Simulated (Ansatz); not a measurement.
C4H4, SMILES `C#C[C]C` (lower triplet) (charge 0, multiplicity 3). This triplet lies 0.49 eV below the relaxed singlet at the level B3LYP/cc-pVTZ // B3LYP-D3(BJ)/def2-TZVP (Ansatz, a program for electronic structure).

All values below come from frozen-core fic-MRCISD+Q@CASSCF(6e,6o)/cc-pVTZ // B3LYP-D3(BJ)/def2-TZVP (Ansatz).

Ansatz 0.2 input:
```yaml
crystal:
  periodic: [false, false, false]
  atoms:
    - { symbol: C, position_ang: [2.439951, 0.210472, 0.254594] }
    - { symbol: C, position_ang: [1.193917, 0.112241, -0.007196] }
    - { symbol: C, position_ang: [-0.048386, -0.010752, -0.188779] }
    - { symbol: C, position_ang: [-1.470713, -0.151199, -0.404175] }
    - { symbol: H, position_ang: [3.475419, 0.408711, 0.10653] }
    - { symbol: H, position_ang: [-1.997343, -0.341286, 0.536784] }
    - { symbol: H, position_ang: [-1.693247, -0.983494, -1.080016] }
    - { symbol: H, position_ang: [-1.899603, 0.755304, -0.843685] }
basis:
  gaussian: { orbitals: cc-pVTZ }
correlation:
  method: fic_mrcisd_q
  active_space: { window: { electrons: 6, orbitals: 6 } }
magnetization:
  spin_polarized: false
  initial_magnetization: 2
```

Output:

```
Functional definition: HF
1002 factors; integrals over basis functions are off by at most 1.2e-3 eV
mean field evaluation 1: about -4179.5248 eV, gradient 2.5e1 eV
mean field evaluation 2: about -4179.5294 eV, gradient 2.5e1 eV
mean field evaluation 4: about -4181.6762 eV, gradient 4.6e0 eV
mean field evaluation 8: about -4181.7651 eV, gradient 6.1e-1 eV
mean field evaluation 16: about -4181.8256 eV, gradient 1.5e-2 eV
mean field -4181.82560998 eV, -153.6792566235 hartree, gradient 2.6e-6 eV, S^2 2.000000; 2 other end points of the search recorded, 0 dependent functions left out
reference -4181.82560998 eV, -153.6792566235 hartree; 15, 13 occupied and 161, 163 virtual orbitals, 1002 factors
state -4184.31619306 eV, -153.7707838637 hartree
contracted CI cycle   1: correlation 0.00000000 eV, 0.0000000000 hartree, residual 4.00e1 eV
contracted CI cycle   2: correlation -13.23844841 eV, -0.4865040058 hartree, residual 5.41e0 eV
contracted CI cycle   3: correlation -13.53625524 eV, -0.4974482049 hartree, residual 1.08e0 eV
contracted CI cycle   4: correlation -13.54761552 eV, -0.4978656874 hartree, residual 2.48e-1 eV
contracted CI cycle   5: correlation -13.54828188 eV, -0.4978901758 hartree, residual 6.12e-2 eV
contracted CI cycle   6: correlation -13.54831843 eV, -0.4978915189 hartree, residual 1.41e-2 eV
contracted CI cycle   7: correlation -13.54832067 eV, -0.4978916011 hartree, residual 3.82e-3 eV
contracted CI cycle   8: correlation -13.54832081 eV, -0.4978916066 hartree, residual 9.56e-4 eV
state -4184.31619306 eV, -153.7707838637 hartree; corrected -4199.83107773 eV, -154.3409453588 hartree
Total energy: -4199.83107773 eV, -154.3409453588 hartree
```
